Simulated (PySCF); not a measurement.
H₆O₇Si₂, charge +1, doublet, at a GFN2-xTB geometry (a state made from the parent by changing its charge; the spin is typed, not shown lowest); DF-R2SCAN/6-31G in PySCF.

Here is a job for PySCF.
```python
from pyscf import gto, scf, dft

mol = gto.Mole()
mol.atom = '''
    O     2.419664    0.549155    1.016345
    Si    1.481918   -0.572042    0.346900
    O     2.032605   -1.044353   -1.090216
    O     1.251507   -1.819044    1.336143
    O     0.026618    0.120191    0.089589
    Si   -1.477806    0.590649   -0.333197
    O    -1.307367    1.796819   -1.384119
    O    -2.205751   -0.685917   -0.989886
    O    -2.220279    1.068004    1.010146
    H     2.934174    1.201926    0.542288
    H     1.954685   -1.926154   -1.453936
    H     1.291225   -1.779066    2.291583
    H    -1.255103    1.707677   -2.335412
    H    -2.785456   -1.290408   -0.526603
    H    -2.173064    1.946690    1.386233
'''
mol.basis = '6-31g'
mol.charge = 1
mol.spin = 1
mol.verbose = 4
mol.build()

mf = dft.UKS(mol)
mf.xc = 'r2scan'
mf = mf.density_fit(auxbasis='def2-universal-jkfit')
mf.kernel()
```

What the program printed (banner, timings and long lists left out):

```
PySCF version 2.14.0

[INPUT] verbose = 4
[INPUT] num. atoms = 15
[INPUT] num. electrons = 89
[INPUT] charge = 1
[INPUT] spin (= nelec alpha-beta = 2S) = 1
[INPUT] symmetry False subgroup None
[INPUT] Mole.unit = angstrom
[INPUT] Symbol           X                Y                Z      unit          X                Y                Z       unit  Magmom
[INPUT]  1 O      2.419664000000   0.549155000000   1.016345000000 AA    4.572502273470   1.037752549936   1.920613698071 Bohr   0.0
[INPUT]  2 Si     1.481918000000  -0.572042000000   0.346900000000 AA    2.800419159063  -1.081002711748   0.655545992612 Bohr   0.0
[INPUT]  3 O      2.032605000000  -1.044353000000  -1.090216000000 AA    3.841066769422  -1.973541147368  -2.060209656619 Bohr   0.0
[INPUT]  4 O      1.251507000000  -1.819044000000   1.336143000000 AA    2.365005472976  -3.437494968533   2.524944333255 Bohr   0.0
[INPUT]  5 O      0.026618000000   0.120191000000   0.089589000000 AA    0.050300729984   0.227128072638   0.169298673774 Bohr   0.0
[INPUT]  6 Si    -1.477806000000   0.590649000000  -0.333197000000 AA   -2.792648605239   1.116164845748  -0.629651075527 Bohr   0.0
[INPUT]  7 O     -1.307367000000   1.796819000000  -1.384119000000 AA   -2.470565574294   3.395495805415  -2.615605833807 Bohr   0.0
[INPUT]  8 O     -2.205751000000  -0.685917000000  -0.989886000000 AA   -4.168265288986  -1.296195274183  -1.870613434541 Bohr   0.0
[INPUT]  9 O     -2.220279000000   1.068004000000   1.010146000000 AA   -4.195719230123   2.018235059940   1.908899285825 Bohr   0.0
[INPUT] 10 H      2.934174000000   1.201926000000   0.542288000000 AA    5.544785261820   2.271310961994   1.024775800638 Bohr   0.0
[INPUT] 11 H      1.954685000000  -1.926154000000  -1.453936000000 AA    3.693819309795  -3.639903533735  -2.747540842646 Bohr   0.0
[INPUT] 12 H      1.291225000000  -1.779066000000   2.291583000000 AA    2.440061615192  -3.361947497525   4.330464261709 Bohr   0.0
[INPUT] 13 H     -1.255103000000   1.707677000000  -2.335412000000 AA   -2.371800928120   3.227041839219  -4.413289068023 Bohr   0.0
[INPUT] 14 H     -2.785456000000  -1.290408000000  -0.526603000000 AA   -5.263748972026  -2.438517708948  -0.995135446374 Bohr   0.0
[INPUT] 15 H     -2.173064000000   1.946690000000   1.386233000000 AA   -4.106495811152   3.678710949430   2.619600714834 Bohr   0.0

nuclear repulsion = 729.932572472655
number of shells = 61
number of NR pGTOs = 270
number of NR cGTOs = 101
basis = 6-31g
ecp = {}

******** <class 'pyscf.df.df_jk.DFUKS'> ********
method = DFUKS
initial guess = minao
damping factor = 0
level_shift factor = 0
DIIS = <class 'pyscf.scf.diis.CDIIS'>
diis_start_cycle = 1
diis_space = 8
diis_damp = 0
SCF conv_tol = 1e-09
SCF conv_tol_grad = None
SCF max_cycles = 50
direct_scf = False
number electrons alpha = 45  beta = 44
XC library pyscf.dft.libxc version 7.1.2
    S. Lehtola, C. Steigemann, M. J. T. Oliveira, and M. A. L. Marques,  SoftwareX 7, 1–5 (2018)
XC functionals = r2scan
    J. W. Furness, A. D. Kaplan, J. Ning, J. P. Perdew, and J. Sun,  J. Phys. Chem. Lett. 11, 8208–8215 (2020)
    J. W. Furness, A. D. Kaplan, J. Ning, J. P. Perdew, and J. Sun,  J. Phys. Chem. Lett. 11, 9248–9248 (2020)
    J. W. Furness, A. D. Kaplan, J. Ning, J. P. Perdew, and J. Sun,  J. Phys. Chem. Lett. 11, 8208–8215 (2020)
    J. W. Furness, A. D. Kaplan, J. Ning, J. P. Perdew, and J. Sun,  J. Phys. Chem. Lett. 11, 9248–9248 (2020)
radial grids:
    Treutler-Ahlrichs [JCP 102, 346 (1995); DOI:10.1063/1.469408] (M4) radial grids

becke partition: Becke, JCP 88, 2547 (1988); DOI:10.1063/1.454033
pruning grids: <function nwchem_prune>
grids dens level: 3
symmetrized grids: False
atomic radii adjust function: <function treutler_atomic_radii_adjust>
small_rho_cutoff = 0
Set gradient conv threshold to 3.16228e-05
tot grids = 195784
init E= -1110.43938916796

cycle= 1 E= -1108.03667467469  delta_E=  2.4  |g|=  1.1  |ddm|= 2.79
cycle= 2 E= -1107.33976599941  delta_E= 0.697  |g|= 1.69  |ddm|=  2.3
cycle= 3 E= -1108.37747646936  delta_E= -1.04  |g|= 0.511  |ddm|= 1.71
cycle= 4 E= -1108.44602716271  delta_E= -0.0686  |g|= 0.306  |ddm|= 0.901
cycle= 5 E= -1108.45444331224  delta_E= -0.00842  |g|= 0.297  |ddm|= 0.987
cycle= 6 E= -1108.46010564204  delta_E= -0.00566  |g|= 0.259  |ddm|=    1
cycle= 7 E= -1108.44599557277  delta_E= 0.0141  |g|= 0.286  |ddm|= 0.98
cycle= 8 E= -1108.48672873769  delta_E= -0.0407  |g|= 0.151  |ddm|= 0.698
cycle= 9 E= -1108.4820089873  delta_E= 0.00472  |g|= 0.176  |ddm|= 0.972

cycle= 10 E= -1108.48300043145  delta_E= -0.000991  |g|= 0.161  |ddm|= 0.76
cycle= 11 E= -1108.4841150534  delta_E= -0.00111  |g|= 0.164  |ddm|= 0.942
cycle= 12 E= -1108.48705610272  delta_E= -0.00294  |g|= 0.151  |ddm|= 0.287

cycle= 13 E= -1108.48930661747  delta_E= -0.00225  |g|= 0.137  |ddm|= 0.0357

cycle= 14 E= -1108.48842753528  delta_E= 0.000879  |g|= 0.142  |ddm|= 0.756

cycle= 15 E= -1108.48957146332  delta_E= -0.00114  |g|= 0.133  |ddm|= 0.509

cycle= 16 E= -1108.49107729016  delta_E= -0.00151  |g|= 0.124  |ddm|= 0.328

cycle= 17 E= -1108.48946364066  delta_E= 0.00161  |g|= 0.135  |ddm|= 0.296

cycle= 18 E= -1108.49174286254  delta_E= -0.00228  |g|= 0.121  |ddm|= 0.948

cycle= 19 E= -1108.4915099374  delta_E= 0.000233  |g|= 0.119  |ddm|= 0.86

cycle= 20 E= -1108.48957856896  delta_E= 0.00193  |g|= 0.131  |ddm|= 0.921

cycle= 21 E= -1108.48995433962  delta_E= -0.000376  |g|= 0.132  |ddm|=    1

cycle= 22 E= -1108.48787746256  delta_E= 0.00208  |g|= 0.141  |ddm|= 0.52

cycle= 23 E= -1108.49042839119  delta_E= -0.00255  |g|= 0.127  |ddm|= 0.132

cycle= 24 E= -1108.49230157249  delta_E= -0.00187  |g|= 0.117  |ddm|= 1.01

cycle= 25 E= -1108.49248560063  delta_E= -0.000184  |g|= 0.115  |ddm|= 0.0535

cycle= 26 E= -1108.49187781891  delta_E= 0.000608  |g|= 0.118  |ddm|= 0.769

cycle= 27 E= -1108.49078309269  delta_E= 0.00109  |g|= 0.125  |ddm|= 0.774

cycle= 28 E= -1108.48960737586  delta_E= 0.00118  |g|= 0.133  |ddm|= 0.474

cycle= 29 E= -1108.49033667095  delta_E= -0.000729  |g|= 0.129  |ddm|= 0.111

cycle= 30 E= -1108.4902497236  delta_E= 8.69e-05  |g|= 0.129  |ddm|= 0.0318

cycle= 31 E= -1108.49093516771  delta_E= -0.000685  |g|= 0.123  |ddm|= 0.338

cycle= 32 E= -1108.49036215104  delta_E= 0.000573  |g|= 0.129  |ddm|= 0.389

cycle= 33 E= -1108.49041684723  delta_E= -5.47e-05  |g|= 0.128  |ddm|= 0.0542
cycle= 34 E= -1108.48782445009  delta_E= 0.00259  |g|= 0.148  |ddm|= 0.886
cycle= 35 E= -1108.48869283336  delta_E= -0.000868  |g|= 0.142  |ddm|= 0.581

cycle= 36 E= -1108.48847004956  delta_E= 0.000223  |g|= 0.139  |ddm|= 0.189

cycle= 37 E= -1108.49171444826  delta_E= -0.00324  |g|= 0.121  |ddm|= 0.206

cycle= 38 E= -1108.49176674983  delta_E= -5.23e-05  |g|= 0.119  |ddm|= 0.441

cycle= 39 E= -1108.48760055035  delta_E= 0.00417  |g|= 0.145  |ddm|=    1

cycle= 40 E= -1108.48480748803  delta_E= 0.00279  |g|= 0.156  |ddm|= 0.999
cycle= 41 E= -1108.48722615744  delta_E= -0.00242  |g|= 0.149  |ddm|= 1.01
cycle= 42 E= -1108.48284346682  delta_E= 0.00438  |g|= 0.173  |ddm|= 0.195
cycle= 43 E= -1108.4833073339  delta_E= -0.000464  |g|= 0.171  |ddm|= 0.115

cycle= 44 E= -1108.49065505365  delta_E= -0.00735  |g|= 0.126  |ddm|= 0.626

cycle= 45 E= -1108.48670563989  delta_E= 0.00395  |g|= 0.147  |ddm|= 0.932

cycle= 46 E= -1108.48908368796  delta_E= -0.00238  |g|= 0.138  |ddm|= 0.183
cycle= 47 E= -1108.48905845775  delta_E= 2.52e-05  |g|= 0.138  |ddm|= 0.147
cycle= 48 E= -1108.488085623  delta_E= 0.000973  |g|= 0.143  |ddm|= 0.121

cycle= 49 E= -1108.49029426665  delta_E= -0.00221  |g|= 0.129  |ddm|= 0.06

cycle= 50 E= -1108.48754286305  delta_E= 0.00275  |g|= 0.147  |ddm|= 0.934
SCF not converged.
SCF energy = -1108.48754286305 after 50 cycles  <S^2> = 0.75230915  2S+1 = 2.0023078
```

The run did not converge; its last values are not results.
